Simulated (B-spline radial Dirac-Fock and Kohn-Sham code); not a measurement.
**Electron momentum distribution of Ba: Compton profiles**

System: neutral barium, configuration [Xe] 6s1 6p1 (not the ground configuration).

The computed values come from a radial B-spline solver: the impulse approximation on relativistic Hartree-Fock (Dirac-Fock) wave functions, averaged over the configuration. pz is in atomic units of momentum; subshell profiles are per electron, for a selection of subshells; open shells are spread over both j values by their weights.

```tsv
pz	J total	J 4p3/2	J 5p3/2	J 6s1/2	J 6p3/2
0.19	10.72	0.169	0.468	1.09	1.32
0.27	9.634	0.169	0.464	0.584	0.856
0.38	8.494	0.169	0.451	0.204	0.332
0.53	7.636	0.169	0.415	0.0877	0.0640
0.73	6.786	0.167	0.334	0.0806	0.0241
1	5.642	0.164	0.205	0.0412	0.0202
1.4	4.466	0.151	0.0711	0.00798	0.00688
2	3.642	0.119	0.0184	0.00414	0.00108
2.8	2.811	0.0680	0.0158	0.00229	0.000809
3.9	1.858	0.0226	0.00668	0.000453	0.000358
5.4	1.220	0.00926	0.00137	0.000315	6.97e-05
7.5	0.8326	0.00802	0.00108	0.000123	5.32e-05
10	0.5414	0.00334	0.000495	2.86e-05	2.47e-05
15	0.2440	0.000508	6.58e-05	1.94e-05	3.24e-06
20	0.1262	0.000456	5.77e-05	5.58e-06	2.83e-06
28	0.05285	0.000226	2.90e-05	< 1e-6	1.43e-06
39	0.02065	5.66e-05	7.28e-06	< 1e-6	< 1e-6
55	0.007124	8.44e-06	1.08e-06	< 1e-6	< 1e-6
```

Task: What is the peak value J(0), and which subshell contributes most to it?

Result: J(0) = 12.17. The 6s1/2 subshell gives the largest part, 17 %.

Mean momentum ⟨p⟩ by subshell (a.u.): 1s1/2 52.7, 2s1/2 18.7, 2p1/2 24.9, 2p3/2 23.4, 3s1/2 9.20, 3p1/2 11.0, 3p3/2 10.5, 3d3/2 12.6, 3d5/2 12.4, 4s1/2 4.50, 4p1/2 5.00, 4p3/2 4.82, 4d3/2 5.05, 4d5/2 4.99, 5s1/2 1.74, 5p1/2 1.79, 5p3/2 1.71, 6s1/2 0.495, 6p1/2 0.433, 6p3/2 0.420.
